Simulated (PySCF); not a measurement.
GeH, neutral, multiplicity 2. Atoms are numbered in the order given.

```xyz
2

Ge     0.0000     0.0000    -0.0485
H      0.0000     0.0000     1.5524
```
Charge 0, spin multiplicity 2.

Geometry: PBE0-D3(BJ)/def2-TZVPD.

These are M06-2X/def2-TZVPD (PySCF) values and carry that method's errors.

Mulliken values depend strongly on the basis, most of all with diffuse functions as here. Atomic charges (e):

| atom | Mulliken | meta-Löwdin | Mulliken spin |
|---|---|---|---|
| Ge1 | -0.03 | ? | 0.98 |
| H2 | 0.03 | ? | 0.02 |

Problem. Some entries are withheld; supply them. (An estimate is asked for; the answer gives what the named calculation found.)

Solution. 
- Ge1, meta-Löwdin: 0.09
- H2, meta-Löwdin: -0.09
